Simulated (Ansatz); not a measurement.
Geometry optimisation, RKS BHLYP-D4/def2-SVP in Ansatz.

input.yaml

```yaml
crystal:
  periodic: [false, false, false]
  atoms:
    - { symbol: W, position_ang: [0.0, 0.0, 0.0] }
    - { symbol: F, position_ang: [0.0, 0.0, 1.85] }
    - { symbol: H, position_ang: [1.72, 0.0, 0.0] }
    - { symbol: F, position_ang: [0.0, 1.85, 0.0] }
    - { symbol: H, position_ang: [-1.72, 0.0, 0.0] }
    - { symbol: F, position_ang: [0.0, -1.85, 0.0] }
    - { symbol: O, position_ang: [0.0, 0.0, -1.94] }
    - { symbol: H, position_ang: [0.5278, 0.7924, -2.2771] }
basis:
  gaussian: { orbitals: def2-SVP }
hamiltonian:
  xc: { name: BHLYP }
  dispersion: d4
relax:
  f_tol: 0.02
  max_steps: 40
```

Launched with:

```bash
$ ansatz run input.yaml --threads 2 --pin off --max-ram 3072MiB --backend cpu --events-out ev --progress --plain --runs-dir out
```

Question: Where does it end, and by what steps?

Answer: The forces met the threshold. After 14 steps the energy has fallen by 1.712 eV; H5 moved furthest, 0.72 Å.

```tsv
step	energy less start (eV)	largest force component (eV/Å)	accepted
0	0.0000	2.477	yes
1	-0.4893	2.434	yes
2	-0.8746	2.123	yes
3	-1.3045	0.770	yes
4	-1.5021	1.041	yes
5	-1.6164	0.377	yes
6	-1.6583	0.363	yes
7	-1.6757	0.197	yes
8	-1.6938	0.193	yes
9	-1.7007	0.333	yes
10	-1.7096	0.077	yes
11	-1.7111	0.083	yes
12	-1.7116	0.064	yes
13	-1.7117	0.032	yes
14	-1.7118	0.018	yes
```

```xyz
8
Properties=species:S:1:pos:R:3
W -0.031 -0.054 -0.030
F 0.269 -0.590 1.725
H 1.479 0.584 0.323
F -0.237 1.769 -0.451
H -1.542 0.404 0.567
F -0.422 -1.842 -0.296
O 0.442 -0.135 -1.840
H 0.571 0.656 -2.365
```

Whether the end is a true minimum wasn't checked by a vibrational analysis.

Run time: 53 s on 2 threads of Arm Neoverse V2 (shared host), peak memory 0.22 GiB.
